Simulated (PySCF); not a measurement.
PySCF 2.14 output of an unrestricted B3LYP calculation on a single atom or ion in aug-cc-pwCVTZ-PP with ECP28MDF (8s8p7d4f3g, 122 functions), with a scalar-relativistic core potential:

```
SCF conv_tol = 1e-09
number electrons alpha = 10  beta = 7
    P. J. Stephens, F. J. Devlin, C. F. Chabalowski, and M. J. Frisch.,  J. Phys. Chem. 98, 11623 (1994)
cycle= 1 E= -126.875707562746  delta_E= -0.00881  |g|= 0.0357  |ddm|= 0.363
cycle= 2 E= -126.875820186438  delta_E= -0.000113  |g|= 0.0351  |ddm|= 0.125
cycle= 3 E= -126.876113550988  delta_E= -0.000293  |g|= 0.00132  |ddm|= 0.0175
cycle= 4 E= -126.876114448314  delta_E= -8.97e-07  |g|= 0.000368  |ddm|= 0.00729
cycle= 5 E= -126.87611449381  delta_E= -4.55e-08  |g|= 2.77e-05  |ddm|= 0.00111
cycle= 6 E= -126.876114494153  delta_E= -3.43e-10  |g|= 5.84e-06  |ddm|= 8.6e-05
converged SCF energy = -126.876114494153  <S^2> = 3.7510107  2S+1 = 4.0005053
```

The run itself started from symmetry-adapted Hartree-Fock orbitals and held the occupation by maximum overlap, on a logarithmic radial grid, so the iterations belong to that start.

**Question.** Which element, charge and spin multiplicity is this?

**Answer.** Pd⁺ (palladium, charge +1), multiplicity 4; the state was [Kr] 4d8 5p1, one real determinant (an excited configuration).

⟨L²⟩ = 14.02 against 20 for a pure G term, so this real determinant mixes terms. Energies and moments cover only the electrons outside the core potential.
